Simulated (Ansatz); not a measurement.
`B[Si](O)(F)[SiH3]`, charge 0, multiplicity 1.

Q: Give a relaxed structure at PBE0-D4/def2-TZVP (the Gaussian-basis code of Ansatz). (An estimate is asked.)

A: The calculation gave: 
```xyz
11

B     0.758    1.051   -1.620
Si    0.716   -0.202   -0.058
O     0.890   -1.746   -0.596
F     1.890    0.102    1.003
Si   -1.302    0.055    1.148
H     1.234    2.143   -1.529
H     0.201    0.762   -2.637
H     0.844   -2.455    0.047
H    -2.471   -0.100    0.240
H    -1.381   -0.999    2.199
H    -1.379    1.389    1.801
```
This is one stationary point; other conformers may exist.
